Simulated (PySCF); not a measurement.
Computed shifts of a molecule C2H7BFNO, KT2/pcSseg-1 run with PySCF, GIAO, gas phase, atoms alike by connectivity averaged where their shifts nearly agree, in ppm (number of nuclei): ¹⁹F: -185.8 (1). ¹⁵N: 59.3 (1). ¹³C: 54.1 (1), 32.5 (1). ¹H: 3.78 (3), 3.10 (3), 1.76 (1). References: ¹¹B against BF3 (σ = 89.8 ppm); ¹⁹F against CFCl3 (σ = 127.1 ppm); ¹⁵N against NH3 (σ = 266.2 ppm); ¹³C against TMS (σ = 185.1 ppm); ¹H against TMS (σ = 31.47 ppm); ¹⁷O against H2O (σ = 330.4 ppm), references at their B3LYP-D3(BJ)/def2-TZVP geometries, non-relativistic. The structure is a stationary point at r2SCAN-D4/def2-SVP. One conformer was computed; it need not be the lowest.

**Question.** Identify the compound among the candidates.
A. COB(N)CF
B. CNB(F)OC
C. CNB(O)CF
D. C[C@H](F)B(N)O

**Answer.** B, CNB(F)OC
